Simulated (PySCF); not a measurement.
**Trend along the fourth-period p block: MSn molecules**

PBE0 with double-zeta basis sets in PySCF, for the lowest determinant that a PBE0 search found; no spin–orbit coupling. De refers to high-spin ground-configuration atoms. A positive dipole means M(−)Sn(+).

| M | basis | state (unpaired electrons) | Re (Å) | ωe (cm⁻¹) | De (eV) | μ (D) |
| --- | --- | --- | --- | --- | --- | --- |
| Ga | def2-SVP | quartet (σ ↑, π ↑↑) | 2.664 | 186 | 2.17 | -0.87 |
| Ge | def2-SVP | triplet (π ↑↑) | 2.576 | 243 | 2.61 | 0.68 |
| As | def2-SVP | doublet (π ↑) | 2.442 | 290 | 2.56 | 1.76 |
| Se | def2-SVP | singlet (closed shell) | 2.339 | 339 | 4.53 | 2.91 |
| Br | def2-SVP | doublet (π ↑) | 2.539 | 246 | 3.49 | 2.61 |

The shortest bond is that of SnSe (2.339 Å), the longest that of GaSn (2.664 Å). SnSe is bound most strongly (4.53 eV) and GaSn least (2.17 eV).

The state changes along the series, so neighbouring rows are not always alike in their bonding.

Spin–orbit coupling is left out, which matters for elements this heavy, above all for dissociation energies. States were picked by a PBE0 search and need not be the measured ground states.
